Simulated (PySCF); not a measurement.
[V(SH)4]-: V(III) (d2), charge -1. The structure is a PBE0-D3(BJ)/def2-TZVP geometry optimised for multiplicity 3; coordination tetrahedral, point group S4, metal–donor distances 2.31 Å.

```
9

V     0.0000    0.0000    0.0000
S     1.3282    1.3282    1.3538
H     0.3250    1.6882    2.1751
S    -1.3282   -1.3282    1.3538
H    -0.3250   -1.6882    2.1751
S    -1.3282    1.3282   -1.3538
H    -1.6882    0.3250   -2.1751
S     1.3282   -1.3282   -1.3538
H     1.6882   -0.3250   -2.1751
```

Method (PySCF 2.14, density fitting): CASSCF(2,5) with orbitals averaged over all microstates of the shell, strongly contracted NEVPT2 on the averaged canonical orbitals; basis x2c-TZVPall on the metal, x2c-SVPall elsewhere; spin-free X2C; IEF-PCM dichloromethane; spin-orbit coupling by state interaction with the mean-field operator over all roots.

Problem. What is the ground state?

Solution. 3B (from 3A2) (S = 1, orbital degeneracy 1), with 2.0 electrons in the lower (e-type) set and 0.0 in the upper (t2-type) set, by NEVPT2.

Problem. Where do the spin-allowed transitions within the shell lie?

Solution. By NEVPT2: 3E (from 3T2) at 8121 cm⁻¹ (1231 nm); 3B (from 3T2) at 8992 cm⁻¹ (1112 nm); 3A (from 3T1) at 13252 cm⁻¹ (755 nm); 3E (from 3T1) at 13896 cm⁻¹ (720 nm); 3A (from 3T1) at 20713 cm⁻¹ (483 nm); 3E (from 3T1) at 21054 cm⁻¹ (475 nm). The strongest, at 21054 cm⁻¹, has f = 2.0e-03.

Problem. Which is the lowest state of another spin?

Solution. 1A (from 1E) at 11054 cm⁻¹ by NEVPT2; CASSCF alone puts it at 13284 cm⁻¹ above the same ground state.

Problem. What ligand-field parameters describe the result?

Solution. At CASSCF level (the NEVPT2 levels don't fit a ligand-field model well): orbital energies 0, 956, 6953, 7076, 7076 cm⁻¹; 10Dq = 6557 cm⁻¹ (difference of the means of the two sets); B = 841 cm⁻¹; C = 3290 cm⁻¹; B over its free-ion value at the same level 0.774; rms of the fit 332 cm⁻¹; ζ = 161 cm⁻¹ (free ion 209).

Problem. What are the magnetic parameters?

Solution. The ground multiplet follows a spin Hamiltonian with S = 1, g = 1.931, 1.931, 1.935, D = 0.22 cm⁻¹, E/|D| = 0.00 (spin-orbit part alone); the lowest levels hold 100 % of the spin-free ground state. μeff is 2.81 μB at 300 K and 2.73 μB at 10 K; the spin-only value is 2.83 μB.

NEVPT2 lifts 3B (from 3T2) from 7490 to 8992 cm⁻¹; on the d shell alone such lifts tend to overshoot. NEVPT2 on the d shell alone tends to put d–d bands too high for such charged or covalently bound ions.

The job took 9.9 s on one thread of Arm Neoverse V1 (shared host), with 140 basis functions, launched as `OMP_NUM_THREADS=1 python lf_run.py task.json out`.
